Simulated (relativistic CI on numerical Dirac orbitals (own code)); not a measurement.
# Ca: calculation against measurement

Computed by Dirac-Coulomb-Breit CI, separate exchange-only KLI orbitals for each configuration, QED by a radiative potential, valence Slater integrals scaled by 0.85, configuration energies shifted to the measured levels that pair with them (semi-empirical) (own radial code, finite nucleus).

CI space (outside the closed core [Ar]): 4s2, 4s.4p, 4s.3d, 4s.5s, 3d.4p, 4s.5p, 4s.4d, 4p2, 3d2, 4s.6s, 4s.4f, 4s.6p, 4s.5d, 3d.4d, 4s.5f, 4s.5g, 4s.6d, 4d2, 4s.6f, 4p.4d, 3d.5s. Levels of other configurations are missing.

```
Configuration  Term (tabulated)  J  Measured (cm⁻¹)  Computed  Error  Purity (%)
          4s2                1S  0              0.0         0      0          94
        4s.4p               3P°  0          15157.9     15161      3          98
        4s.4p               3P°  1          15210.1     15206     -4          98
        4s.4p               3P°  2          15315.9     15299    -17          98
        4s.3d                3D  1          20335.4     20342      7         100
        4s.3d                3D  2          20349.3     20342     -7         100
        4s.3d                3D  3          20371.0     20342    -29         100
        4s.3d                1D  2          21849.6     22051    201          86
        4s.4p               1P°  1          23652.3     23958    306          78
        4s.5s                3S  1          31539.5     31572     33         100
        4s.5s                1S  0          33317.3     33283    -34          97
        3d.4p               3F°  2          35730.5     35731      0          97
        3d.4p               3F°  3          35818.7     35760    -59         100
        3d.4p               1D°  2          35835.4     35541   -295          97
        3d.4p               3F°  4          35896.9     35807    -90         100
        4s.5p               3P°  0          36547.7     36547      0          92
        4s.5p               3P°  1          36554.7     36554      0          92
        4s.5p               3P°  2          36575.1     36569     -6          92
        4s.5p               1P°  1          36731.6     37155    423          85
        4s.4d                1D  2          37298.3     36894   -404          85
        4s.4d                3D  1          37748.2     37747     -1         100
        4s.4d                3D  2          37751.9     37752      0         100
        4s.4d                3D  3          37757.4     37761      3         100
        3d.4p               3D°  1          38192.4     38225     32          98
        3d.4p               3D°  2          38219.1     38238     19          98
        3d.4p               3D°  3          38259.1     38259      0          98
          4p2                3P  0          38417.5     38421      3          85
          4p2                3P  1          38464.8     38464     -1          85
          4p2                3P  2          38551.6     38546     -6          85
```

Measured levels from NIST Handbook of Basic Atomic Spectroscopic Data (Sansonetti and Martin, J. Phys. Chem. Ref. Data 34, 1559 (2005)); pairs were made by configuration, J and term (by order where the table uses no LS term), so strongly mixed levels may be paired wrongly.

Mean error by configuration (cm⁻¹): 4s.4p 72; 4s.3d 43; 4s.5s 0; 3d.4p -56; 4s.5p 104; 4s.4d -101; 4p2 -1. Over the excited levels the mean absolute error is 71 cm⁻¹ (28 of the 28 excited levels that our extract of the source holds in range could be paired), and the median relative error of those above 1,000 cm⁻¹ is 0.035 %, both after the shifts were fitted to these levels, so that a configuration with one level shows no error.

Configurations whose levels could be paired with our table of measured levels were shifted onto them, all but the ground configuration, by the median error of their levels; single terms can still be off by 1,000 to 2,000 cm⁻¹ or more, and rates follow the energies as ν³ (E1, M1) or ν⁵ (E2). The others borrow a shift and can be off by several thousand cm⁻¹ or more. The fine structure of a lone outer electron comes out too small, for d and f at times inverted, and misplaced configurations move strength between like terms. 28 of the 28 excited levels that our extract of the measured tables holds in this range could be paired (the sources list more); they are missed by 71 cm⁻¹ on average and 423 at most, after the shifts were fitted to these levels, and levels without a partner can miss by more.

Shifts applied (cm⁻¹): 4s2 0; 4s.4p 1849; 4s.3d -1348; 4s.5s -108; 3d.4p -420; 4s.5p -69; 4s.4d -86; 4p2 1598.
